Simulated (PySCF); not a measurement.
**Correlation energy of Al (aluminium, neutral)**

[Ne] 3s1 3p2, high-spin 4P determinant (an excited configuration). Calculation: PySCF 2.14, in def2-TZVPPD; the non-relativistic Hamiltonian (point nucleus). Frozen: 1s2; 11 electrons correlated.

```tsv
level	correlation energy (mhartree)
CCSD	-161.83
(T)	-1.44
CCSD(T)	-163.27
```

Diagnostics: T1 = 0.0043, D1 = 0.0144, largest double amplitude 0.050.

Cost of the coupled-cluster step: of the order of 3 core-seconds, for 11 correlated electrons.

Iterations:

```
CC2 = 0
CCSD nocc = (np.int64(7), np.int64(4)), nmo = (47, 47)
frozen orbitals [[0], [0]]
max_cycle = 100
direct = 0
conv_tol = 1e-08
conv_tol_normt = 1e-06
diis_space = 8
diis_start_cycle = 0
Init t2, MP2 energy = -0.154590207235963
Init E_corr(UCCSD) = -0.154590207267994
cycle = 1  E_corr(UCCSD) = -0.158901466552945  dE = -0.00431125928  norm(t1,t2) = 0.034125
cycle = 2  E_corr(UCCSD) = -0.160972074051502  dE = -0.0020706075  norm(t1,t2) = 0.0133114
cycle = 3  E_corr(UCCSD) = -0.161849993078668  dE = -0.000877919027  norm(t1,t2) = 0.00574151
cycle = 4  E_corr(UCCSD) = -0.161847142658913  dE = 2.85041976e-06  norm(t1,t2) = 0.000613681
cycle = 5  E_corr(UCCSD) = -0.161827381693516  dE = 1.97609654e-05  norm(t1,t2) = 0.000190123
cycle = 6  E_corr(UCCSD) = -0.161832187071285  dE = -4.80537777e-06  norm(t1,t2) = 3.64435e-05
cycle = 7  E_corr(UCCSD) = -0.161832198567341  dE = -1.14960565e-08  norm(t1,t2) = 6.35079e-06
cycle = 8  E_corr(UCCSD) = -0.161832088581466  dE = 1.09985876e-07  norm(t1,t2) = 1.51401e-06
cycle = 9  E_corr(UCCSD) = -0.1618321050291  dE = -1.64476346e-08  norm(t1,t2) = 2.69472e-07
cycle = 10  E_corr(UCCSD) = -0.161832104910174  dE = 1.18926285e-10  norm(t1,t2) = 3.66412e-08
UCCSD converged
E(UCCSD) = -241.9477663618583  E_corr = -0.1618321049101738
UCCSD(T) correction = -0.00143616927099494
```

This basis was not built for core-valence correlation, so the inner-shell part is incomplete.
